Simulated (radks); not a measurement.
Values are calculated unless marked as measured or tabulated.
Question: Ge V, 28 electrons, occupied as [Ne] 3s2 3p5 3d10 4d1 (not the ground configuration). Level of theory: Dirac Kohn-Sham, BLYP, spin-unpolarised, spherical densities, finite nucleus; open shells fill j = l - 1/2 first; Fermi nuclear charge, rms radius 4.0742 fm (a radial shooting solver on a logarithmic mesh with Libxc functionals). Some entries of the table are withheld. Estimate them.

orbital  occ.  eigenvalue (eV)  <r^2> (bohr^2)  r(max) (bohr)
1s1/2       2        -11033.28        0.002972        0.03072
2s1/2       2        -1439.252         0.05194         0.1761
2p1/2       2              (1)         0.04027         0.1390
2p3/2       4              (2)         0.04176         0.1420
3s1/2       2        -233.0407          0.4406         0.5407
3p1/2       2              (3)          0.4665         0.5347
3p3/2       3              (4)          0.4812         0.5430
3d3/2       4         -93.0284          0.5833         0.4939
3d5/2       6         -92.3889          0.5898         0.4965
4d3/2       1         -29.4359           7.082            (5)
4d5/2       0         -29.3719           7.117            (6)

Answer: 
(1) 2p1/2 eigenvalue (eV): -1288.543
(2) 2p3/2 eigenvalue (eV): -1256.570
(3) 3p1/2 eigenvalue (eV): -182.9887
(4) 3p3/2 eigenvalue (eV): -178.5861
(5) 4d3/2 r(max) (bohr): 2.222
(6) 4d5/2 r(max) (bohr): 2.228
